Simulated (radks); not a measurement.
Pr8+, configuration [Kr] 4d10 4f2 5s2 5d1 (not the ground configuration).

Method: scalar-relativistic Kohn-Sham, PBE, spin-polarised, spherical densities, finite nucleus; open shells are filled with parallel spins first (spin-orbit coupling, left out, can overturn this in heavy ions); Fermi nuclear charge, rms radius 4.8919 fm; computed with a radial shooting solver on a logarithmic mesh with Libxc functionals.

Energy parts (eV):
total: -250880.27
kinetic: 266458.87
electron-nucleus: -602789.37
Hartree: 91218.40
exchange-correlation: -5768.17

Orbitals (lengths in bohr, moments of r in powers of bohr; <r^-3> diverges for s and p1/2; r(90%) holds 90 % of the orbital's charge):
orbital  occ.  eigenvalue (eV)      <r^2>  r(90%)      <r>  <r^-3>
1s up       1        -41930.55  0.0007896  0.0435  0.02409       -
1s down     1        -41930.56  0.0007896  0.0435  0.02409       -
2s up       1        -6843.351    0.01253   0.159   0.1031       -
2s down     1        -6843.260    0.01253   0.159   0.1031       -
2p up       3        -6135.990    0.01001   0.147  0.09054    8483
2p down     3        -6135.923    0.01001   0.147  0.09054    8483
3s up       1        -1567.424    0.08472   0.399   0.2723       -
3s down     1        -1566.714    0.08467   0.399   0.2722       -
3p up       3        -1343.309    0.08474   0.405   0.2704    1713
3p down     3        -1342.598    0.08467   0.405   0.2703    1715
3d up       5        -1028.546    0.07213   0.387   0.2475   234.4
3d down     5        -1027.959    0.07205   0.386   0.2473   234.6
4s up       1        -403.0556     0.4338   0.890   0.6203       -
4s down     1        -401.0969     0.4335   0.890   0.6201       -
4p up       3        -329.5043     0.4879   0.952   0.6555   374.0
4p down     3        -327.5368     0.4875   0.951   0.6553   374.0
4d up       5        -224.0149     0.5916    1.07   0.7156   42.65
4d down     5        -221.9997     0.5905    1.07   0.7150   42.68
4f up       2        -110.4986     0.9374    1.42   0.8804   5.844
4f down     0        -108.3272     0.9333    1.42   0.8783   5.880
5s up       1        -139.4405      2.046    1.91    1.356       -
5s down     1        -136.9878      2.051    1.91    1.357       -
5d up       1         -86.9234      3.449    2.50    1.754   8.210
5d down     0         -84.7006      3.488    2.52    1.764   8.062

The highest occupied level is 5d up at -86.923 eV. The configuration is held as typed, so some empty levels lie below it. The density falls to 0.001 e/bohr^3 at r = 2.93 bohr. Summed over all electrons, <r^2> = 20.61 bohr^2, which gives a Langevin (diamagnetic) susceptibility term of -16.3 x 10^-6 cm^3/mol. The electron density at the nucleus is 4.337e+05 e/bohr^3 (large components only). Spin moment in Bohr magnetons: 3. The spin density at the nucleus is -3.939 e/bohr^3 (1s -0.001, 2s -0.451, 3s -3.593, 4s 0.186, 5s -0.080).
